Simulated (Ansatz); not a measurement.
Basis sets compared for the cluster Ge5H4⁺. The state is a doublet with charge 1. Geometry r2SCAN-D4/def2-SVP. Ansatz on 4 threads of Arm Neoverse V1 on a shared host; times are rough, and most runs start from earlier orbitals.

```tsv
atom	x (Å)	y (Å)	z (Å)
Ge1	1.043	0.348	1.608
Ge2	0.066	-1.084	-1.290
Ge3	-0.057	-1.793	1.072
Ge4	0.937	1.514	-0.632
Ge5	-1.131	0.443	0.254
H6	0.859	1.085	2.945
H7	-2.569	0.933	0.171
H8	-0.562	-1.308	-2.665
H9	1.414	-0.138	-1.462
```

The structure comes from a short search, and lower isomers may exist.

```json
{"level": "PBE-D4/def2-SVP", "functions": "180", "energy (Eh)": "-10384.3296", "HOMO (eV)": "-9.82", "LUMO (eV)": "-9.22", "wall time": "6 s"}
{"level": "PBE0-D4/def2-SVP", "functions": "180", "energy (Eh)": "-10384.5842", "HOMO (eV)": "-10.71", "LUMO (eV)": "-8.60", "wall time": "13 s"}
```

**Question.** Estimate the rows for PBE-D4/def2-TZVP, PBE0-D4/def2-TZVP.

**Answer.** 
| level | functions | energy (Eh) | HOMO (eV) | LUMO (eV) | wall time |
| --- | --- | --- | --- | --- | --- |
| PBE-D4/def2-TZVP | 264 | -10385.6416 | -9.79 | -9.18 | 11 s |
| PBE0-D4/def2-TZVP | 264 | -10385.8938 | -10.66 | -8.54 | 25 s |
